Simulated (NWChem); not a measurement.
Correlation energy of CH3Li

```
C
H 1 1.1088
H 1 1.1088 2 105.03
H 1 1.1088 2 105.03 3 110.50
Li 1 1.9721 2 113.61 4 124.75
```
Charge 0, spin multiplicity 1.

The numbers come from NWChem runs, not from measurements. The geometry was optimised at PBE0/def2-SVP, a minimum by its harmonic frequencies.

Basis set: cc-pVTZ. Each correlation energy counts from its own Hartree-Fock reference.

The correlated methods keep 1 core orbital frozen. The structure started from a generated list of species. Coupled-cluster values serve here as a point of comparison, not as the truth.

```tsv
method	correlation energy (mHa)
CCSD(T)	?
CR-CCSD[T]	-245.5
SCS-MP2	-226.8
CCSD	-238.3
MP2	-219.7
CR-CCSD(T)	?
CCSD+T(CCSD)	?
```

**Question.** Complete the blanks.

**Answer.** 
- CCSD(T), correlation energy (mHa): -246.5
- CR-CCSD(T), correlation energy (mHa): -245.3
- CCSD+T(CCSD), correlation energy (mHa): -246.7
